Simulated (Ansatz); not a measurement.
One change: `O[SiH2][SeH]` becomes `O[SiH2][SiH3]`.

Ansatz, PBE0-D4/def2-TZVP geometries, multiplicity 1. Each molecule was computed in one conformer, which needn't be the lowest.

Scalar relativity is left out up to krypton. Spin–orbit coupling is left out; it splits and shifts lone-pair levels of the heavy atoms by tenths of an eV.

```tsv
property	`O[SiH2][SeH]`
HOMO energy (PBE0/def2-TZVPP) / eV	-7.27
HOMO–LUMO gap (PBE/def2-TZVPP) / eV	5.12
HOMO–LUMO gap (ωB97M-V/def2-TZVPP) / eV	11.07
size of the dipole moment (B3LYP/def2-TZVPP) / D	1.47
HOMO energy (PBE/def2-TZVPP) / eV	-6.12
LUMO energy (B3LYP/def2-TZVPP) / eV	-0.40
```

**Question.** Give the same properties after the change, and the shifts. (An estimate is asked.)

**Answer.** Computed: 
| property | `O[SiH2][SiH3]` | shift |
| --- | --- | --- |
| HOMO energy (PBE0/def2-TZVPP) / eV | -7.86 | -0.59 |
| HOMO–LUMO gap (PBE/def2-TZVPP) / eV | 5.30 | 0.18 |
| HOMO–LUMO gap (ωB97M-V/def2-TZVPP) / eV | 11.16 | 0.09 |
| size of the dipole moment (B3LYP/def2-TZVPP) / D | 1.17 | -0.30 |
| HOMO energy (PBE/def2-TZVPP) / eV | -6.63 | -0.51 |
| LUMO energy (B3LYP/def2-TZVPP) / eV | -0.69 | -0.29 |

With PBE0 the HOMO falls by 0.59 eV and the LUMO falls by 0.34 eV, so the gap widens by about 0.25 eV. PBE moves the HOMO by -0.51 eV and ωB97M-V by -0.50 eV. The zero-point energy changes by 41.9 kJ/mol with +6 modes. Dipoles are sizes alone; their direction can turn.

B3LYP here is the variant with VWN-RPA as its local correlation; programs differ in this.
